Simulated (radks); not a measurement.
Values are calculated unless marked as measured or tabulated.
Tl I, 81 electrons, occupied as [Hg] 6p1.

Level of theory: scalar-relativistic Kohn-Sham, r2SCAN, spin-polarised, spherical densities, finite nucleus; open shells are filled with parallel spins first (spin-orbit coupling, left out, can overturn this in heavy ions); meta-GGA in the generalised Kohn-Sham scheme; Fermi nuclear charge, rms radius 5.4759 fm (a radial shooting solver on a logarithmic mesh with Libxc functionals).

Energy parts (eV):
part                       energy
total                  -550841.57
kinetic                 620079.66
electron-nucleus      -1373453.87
Hartree                 212843.28
exchange-correlation    -10310.64

Orbitals (lengths in bohr, moments of r in powers of bohr):
orbital,occ.,eigenvalue (eV),<1/r>
1s up,1,-85686.83,99.39
1s down,1,-85686.82,99.39
2s up,1,-15286.41,23.35
2s down,1,-15286.41,23.35
2p up,3,-13148.09,20.59
2p down,3,-13148.09,20.59
3s up,1,-3660.358,8.666
3s down,1,-3660.356,8.666
3p up,3,-3042.223,7.858
3p down,3,-3042.220,7.858
3d up,5,-2399.688,7.372
3d down,5,-2399.686,7.372
4s up,1,-823.8125,3.717
4s down,1,-823.8069,3.717
4p up,3,-620.3256,3.350
4p down,3,-620.3196,3.350
4d up,5,-380.3411,3.008
4d down,5,-380.3341,3.008
4f up,7,-115.2942,2.604
4f down,7,-115.2855,2.604
5s up,1,-133.5210,1.543
5s down,1,-133.5040,1.542
5p up,3,-78.0793,1.317
5p down,3,-78.0794,1.317
5d up,5,-15.9791,0.9491
5d down,5,-15.9142,0.9532
6s up,1,-10.1245,0.5089
6s down,1,-9.4334,0.5231
6p up,1,-2.6724,0.3407
6p down,0,-1.4435,0.3608

The highest occupied level is 6p up at -2.672 eV. Spin moment in Bohr magnetons: 1. The spin density at the nucleus is -13.98 e/bohr^3 (1s -0.27, 2s 0.12, 3s 0.12, 4s 0.06, 5s 0.80, 6s -14.81).
